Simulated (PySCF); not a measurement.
This script is equivalent to a calculation on Ar⁺ (argon, charge +1).

```python
from pyscf import gto, scf, dft, mp, cc
import basis_set_exchange as bse
mol = gto.M(atom="Ar 0 0 0", charge=1, spin=1, symmetry="D2h",
            basis=gto.basis.parse(bse.get_basis("x2c-SVPall", elements=["Ar"], fmt="nwchem", header=False)),
            nucmod="G")
mf = scf.UHF(mol).sfx2c1e()
mf.irrep_nelec = {'Ag': (3, 3), 'B1u': (2, 2), 'B2u': (2, 2), 'B3u': (2, 1)}
mf.kernel()
```

(1) What total energy does it give?

(2) Which occupied shell lies highest, and where?

(3) What is ⟨S²⟩, and what would a pure spin state give?

Results:

(1) -527.87589 hartree (calculated).

(2) 3p β, at -27.703 eV.

(3) 0.755, against 0.75.
